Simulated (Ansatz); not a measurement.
Name a neutral molecule of Cl, N, S, Si and H with LUMO energy (ωB97M-V/def2-TZVPP) between 1.85 and 2.15 eV and HOMO–LUMO gap (PBE0/def2-TZVPP) between 7.70 and 8.00 eV (Ansatz, PBE0-D4/def2-TZVP geometry).

`N[SiH](S)Cl` (1.88 eV, 7.79 eV). Other molecules can fit too; these were computed, each in one conformer that needn't be the lowest.
